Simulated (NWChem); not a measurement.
SnBrF, singlet; SMILES [Br][Sn][F]

Computed with NWChem. Low-valent species are run as closed-shell singlets; no triplet was tried in these runs. All runs use the structure optimised with PBE0/def2-SVP. def2 effective core potentials on Sn; no spin-orbit coupling. Vertical excitations in the gas phase; the lowest state need not have the same character in each row.

For level PBE/def2-SVP, TDA:

| Property | Value |
|---|---|
| lowest excitation, singlet (eV) | 3.36 |
| lowest state with f > 0.02, singlet (eV) | 3.84 |
| orbital gap (eV) | 3.18 |

Task: Estimate the same quantities for level B3LYP/def2-SVP, TDA.

Result: 
* **lowest excitation, singlet (eV)**: 3.67
* **lowest state with f > 0.02, singlet (eV)**: 4.02
* **orbital gap (eV)**: 4.52
